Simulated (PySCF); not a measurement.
# A survey of ³³S NMR shifts

[PySCF 2.14.0 with density-fitted response routines: shielding tensors at PBE0/pcSseg-1 (GIAO); geometry from GFN2-xTB; single conformer; no relativistic terms; one averaged value for each set of equivalent atoms; in vacuum]

Shieldings were converted by a linear fit to measured shifts: ³³S (scatter 33.3 ppm rms vs sulfate, solution or neat liquid). Occasional misses reach two or three times the rms, and more in compound classes unlike the fitted ones.

(1) Give the ³³S shifts of `CC(=S)S[Si@@H](Cl)C[SiH3]`, `C1CCC([C@@H]2CCS2)C1`.

(2) Match the shifts 606, -54, -251, -320, -455, -513 ppm to `CN[Si@@H]1CCN[Si@H]1SC`, `CS[C@@H]1CCC2(CC2)C1`, `CC/C(C)=C(/C)C(C)=S`, `CCc1nc(SC)ccp1`, `COc1scpc1C(C)C`, `CC(=O)[P@]1(=S)C=C(C)CC1`.

Results:

(1) 
```csv
compound,environment,δ (ppm)
[CH3:1][C:2](=[S:3])[S:4][Si@@H:5]([Cl:6])[CH2:7][SiH3:8],S3: thione sulfur,448
[CH3:1][C:2](=[S:3])[S:4][Si@@H:5]([Cl:6])[CH2:7][SiH3:8],"S4: sulfur bonded to C, Si",-75
C1CCC([C@@H]2CCS2)C1,sulfide sulfur,-298
```

(2) 606: CC/C(C)=C(/C)C(C)=S (thione sulfur); -54: COc1scpc1C(C)C (aromatic ring sulfur); -251: CCc1nc(SC)ccp1 (sulfide sulfur); -320: CS[C@@H]1CCC2(CC2)C1 (sulfide sulfur); -455: CN[Si@@H]1CCN[Si@H]1SC (sulfur bonded to C, Si); -513: CC(=O)[P@]1(=S)C=C(C)CC1 (sulfur bonded to P).
